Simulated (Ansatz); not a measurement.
The first iterations of a band of CH8GaN (11 atoms, charge 0, multiplicity 1).

Theory: RKS PBE0/def2-SVP (Ansatz).

| Property | Result |
| --- | --- |
| movable images | 7 |
| climbing image | yes |
| spring | 5.0 eV/Å² |
| optimiser | quadratic models (default) |
| start path | straight line |
| force threshold | 0.05 eV/Å |
| iteration limit | 60 |
| end points | relaxed |

First end point:

```xyz
11
Properties=species:S:1:pos:R:3
Ga -0.073 -0.203 0.423
C 0.066 0.445 2.299
H -0.849 0.250 2.882
H 0.919 -0.001 2.836
H 0.223 1.536 2.305
H 1.255 -0.264 -0.446
H -1.441 0.023 -0.352
N -0.290 -2.330 0.765
H -0.438 -2.821 -0.117
H 0.542 -2.724 1.204
H -1.087 -2.532 1.370
```

Last end point:

```xyz
11
Properties=species:S:1:pos:R:3
Ga 0.208 -0.677 -1.359
C -0.337 -0.236 3.489
H -1.277 -0.587 3.937
H 0.507 -0.585 4.100
H -0.336 0.862 3.461
H 1.690 -0.345 -1.728
H -1.078 -0.107 -2.043
N -0.049 -1.847 0.006
H -0.957 -2.166 0.324
H 0.698 -2.305 0.514
H -0.243 -0.629 2.467
```

| iteration | highest image above the first end (eV) | largest band force component (eV/Å) |
| --- | --- | --- |
| 1 | 11.438 | 40.303 |
| 2 | 4.151 | 4.298 |
| 3 | 2.561 | 6.947 |
| 4 | 1.978 | 2.446 |

Task: Does the band converge within its limit, and where does its top end?

Result: The forces met the threshold. It ended after 13 iterations with the highest image 1.589 eV above the first end. Neighbouring images differ by up to 1.4 eV, so the band resolves the path poorly. Another band between the same ends (7 images) ends at a top of the same energy, where a vibrational analysis finds 1 clearly imaginary mode. The orbitals stay closed-shell, which can raise the energy where a bond breaks towards radicals; this wasn't checked here.

The run took 3.1 min on 2 threads of Arm Neoverse V2, with other jobs on the host, peak memory 0.21 GiB.
